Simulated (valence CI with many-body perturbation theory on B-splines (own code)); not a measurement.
**E1 transitions of Cs⁴⁺**

Calculated by configuration interaction combined with many-body perturbation theory (CI+MBPT): five valence electrons over a frozen Dirac-Fock core [Kr] 4d10, radial functions for each j: 9 s, 9 p, 8 d, 6 f, 3 g, 1 h, with the one-electron correlation potential Σ1 (screened to all orders), the two-electron term Σ2, the three-electron term Σ3, Breit, model QED; selected single and double excitations, second order for the rest, scaled by the run's own slope (own B-spline code, finite nucleus).

Against 27 measured levels this calculation errs by 208 cm⁻¹ on average and by 622 at most. These come from a selection out of Sansonetti, J. Phys. Chem. Ref. Data 38, 761 (2009). Levels without a partner in it may be off by more, other configurations by several thousand cm⁻¹. Among the levels kept, up to 590 cm⁻¹ of a level comes from second order outside the variational space, and about a tenth of that is noise between levels of different J, which matters for small intervals. 4 measured levels below the end of the list, from 158249 cm⁻¹ on, found no clear computed partner, and computed levels of the same name lie up to 507 cm⁻¹ from them.

Lines 51 to 100 of 208 in falling wavelength, among levels below 206970 cm⁻¹, chosen from the strongest by gf and those to the six lowest levels. Wavelengths and rates use the calculated energies, so an error of 200 cm⁻¹ moves a line at 1404 Å by 0.28 % and its rate by three times that or more. Electric multipoles are in the length gauge, E1 and E2 with the static RPA response of the core. Weak lines are less certain than strong ones. Lines between different terms over intervals too small for the method are left out, as are lines whose strength nearly cancels. The highest levels of a list are the least certain.

Names give the largest LS component (configuration and term), which can be under half, so a name can repeat, a term be missing and a line seem to break the LS rules; names also repeat where a configuration has a term twice. Letters in brackets count levels of one name in rising energy.

```tsv
λ vac (Å)	λ from measured levels	Upper	Lower	A (s⁻¹)	S (a.u.) with core polarisation	S without
3178		4f5s²5p² ⁴G°_7/2	5s5p⁴ ²D_5/2	6.73e+05	8.53e-02	9.53e-02
3129		4f5s²5p² ²G°_9/2 [b]	5s²5p²5d ⁴F_7/2	6.02e+05	9.11e-02	1.01e-01
3116		4f5s²5p² ⁴F°_7/2	5s²5p²5d ⁴F_5/2	2.50e+06	2.98e-01	3.32e-01
3017		4f5s²5p² ²G°_9/2 [c]	5s²5p²5d ²F_7/2	8.66e+05	1.17e-01	1.31e-01
3017		4f5s²5p² ⁴G°_5/2	5s5p⁴ ²D_3/2	4.64e+06	3.77e-01	4.23e-01
2971		4f5s²5p² ⁴D°_3/2	5s5p⁴ ²P_1/2	2.46e+06	1.28e-01	1.43e-01
2926		4f5s²5p² ²F°_5/2 [b]	5s²5p²5d ⁴D_3/2	1.40e+06	1.04e-01	1.15e-01
2775		4f5s²5p² ²F°_5/2 [a]	5s²5p²5d ²F_5/2	2.77e+06	1.75e-01	2.00e-01
2700		4f5s²5p² ⁴D°_3/2	5s²5p²5d ²P_3/2	2.89e+06	1.12e-01	1.25e-01
2661		4f5s²5p² ⁴F°_5/2	5s²5p²5d ²P_3/2	4.16e+06	2.32e-01	2.61e-01
2576		4f5s²5p² ²D°_3/2	5s5p⁴ ²P_1/2	6.69e+06	2.26e-01	2.58e-01
2542		4f5s²5p² ²F°_5/2 [b]	5s²5p²5d ²F_5/2	2.22e+06	1.08e-01	1.25e-01
2291		4f5s²5p² ²D°_5/2	5s5p⁴ ²D_3/2	3.07e+06	1.09e-01	1.25e-01
2104		4f5s²5p² ⁴D°_5/2	5s5p⁴ ²D_3/2	9.27e+06	2.56e-01	2.92e-01
2090		4f5s²5p² ²F°_5/2 [a]	5s²5p²5d ²P_3/2	6.12e+06	1.66e-01	1.91e-01
2074		4f5s²5p² ⁴F°_7/2	5s5p⁴ ²D_5/2	1.62e+07	5.71e-01	6.51e-01
2068		4f5s²5p² ⁴F°_5/2	5s5p⁴ ²D_5/2	3.16e+06	8.27e-02	9.52e-02
1995		4f5s²5p² ⁴G°_5/2	5s5p⁴ ⁴P_3/2	3.41e+06	8.03e-02	9.19e-02
1955		4f5s²5p² ²F°_5/2 [b]	5s²5p²5d ²P_3/2	2.08e+06	4.60e-02	5.24e-02
1898		4f5s²5p² ⁴F°_5/2	5s5p⁴ ²D_3/2	6.28e+06	1.27e-01	1.46e-01
1760		4f5s²5p² ²G°_7/2 [b]	5s5p⁴ ²D_5/2	7.41e+06	1.60e-01	1.84e-01
1744		4f5s²5p² ²D°_3/2	5s5p⁴ ²D_3/2	4.01e+06	4.21e-02	4.95e-02
1684		4f5s²5p² ⁴G°_5/2	5s5p⁴ ⁴P_5/2	6.50e+05	9.19e-03	1.07e-02
1650		4f5s²5p² ²D°_5/2	5s5p⁴ ⁴P_3/2	1.09e+07	1.44e-01	1.67e-01
1650		4f5s²5p² ²F°_7/2	5s5p⁴ ²D_5/2	2.77e+07	4.91e-01	5.69e-01
1626		4f5s²5p² ⁴F°_3/2	5s5p⁴ ⁴P_1/2	6.58e+06	5.58e-02	6.47e-02
1615		4f5s²5p² ²F°_5/2 [b]	5s5p⁴ ²D_5/2	1.59e+07	1.99e-01	2.32e-01
1612		4f5s²5p² ⁴G°_7/2	5s5p⁴ ⁴P_5/2	1.88e+07	3.10e-01	3.58e-01
1588		4f5s²5p² ²F°_5/2 [a]	5s5p⁴ ²D_3/2	2.02e+07	2.40e-01	2.78e-01
1558		4f5s²5p² ⁴F°_3/2	5s5p⁴ ⁴P_3/2	9.71e+06	7.25e-02	8.44e-02
1551		4f5s²5p² ⁴D°_5/2	5s5p⁴ ⁴P_3/2	1.70e+07	1.88e-01	2.18e-01
1509		4f5s²5p² ²F°_5/2 [b]	5s5p⁴ ²D_3/2	6.04e+06	6.15e-02	7.21e-02
1505		4f5s²5p² ⁴D°_3/2	5s5p⁴ ⁴P_1/2	2.08e+07	1.40e-01	1.63e-01
1492		4f5s²5p² ⁴D°_1/2	5s5p⁴ ⁴P_1/2	5.95e+07	1.95e-01	2.27e-01
1452		4f5s²5p² ²G°_7/2 [a]	5s5p⁴ ⁴P_5/2	8.44e+06	1.02e-01	1.19e-01
1447		4f5s²5p² ⁴D°_3/2	5s5p⁴ ⁴P_3/2	2.47e+07	1.48e-01	1.73e-01
1436		4f5s²5p² ⁴F°_5/2	5s5p⁴ ⁴P_3/2	1.34e+07	1.17e-01	1.37e-01
1435		4f5s²5p² ⁴D°_1/2	5s5p⁴ ⁴P_3/2	1.21e+07	3.52e-02	4.12e-02
1431		4f5s²5p² ²D°_5/2	5s5p⁴ ⁴P_5/2	1.65e+06	1.43e-02	1.69e-02
1404	1396	5s5p⁴ ⁴P_5/2	5s²5p³ ²P°_3/2	7.06e+05	5.79e-03	7.97e-03
1399		4f5s²5p² ⁴D°_7/2	5s5p⁴ ⁴P_5/2	4.36e+07	4.72e-01	5.49e-01
1361		4f5s²5p² ⁴F°_3/2	5s5p⁴ ⁴P_5/2	1.08e+06	5.36e-03	6.28e-03
1356		4f5s²5p² ⁴D°_5/2	5s5p⁴ ⁴P_5/2	1.95e+07	1.44e-01	1.68e-01
1276		4f5s²5p² ⁴D°_3/2	5s5p⁴ ⁴P_5/2	4.67e+06	1.91e-02	2.25e-02
1269		4f5s²5p² ⁴F°_7/2	5s5p⁴ ⁴P_5/2	7.50e+06	6.05e-02	7.08e-02
1267		4f5s²5p² ⁴F°_5/2	5s5p⁴ ⁴P_5/2	8.53e+06	5.14e-02	6.06e-02
1243	1236	5s5p⁴ ⁴P_3/2	5s²5p³ ²P°_3/2	7.39e+06	2.80e-02	3.99e-02
1203	1196	5s5p⁴ ⁴P_1/2	5s²5p³ ²P°_3/2	5.18e+06	8.89e-03	1.15e-02
1197		4f5s²5p² ²D°_3/2	5s5p⁴ ⁴P_5/2	2.02e+05	6.84e-04	8.13e-04
1144		4f5s²5p² ²G°_7/2 [b]	5s5p⁴ ⁴P_5/2	2.60e+05	1.54e-03	1.77e-03
```
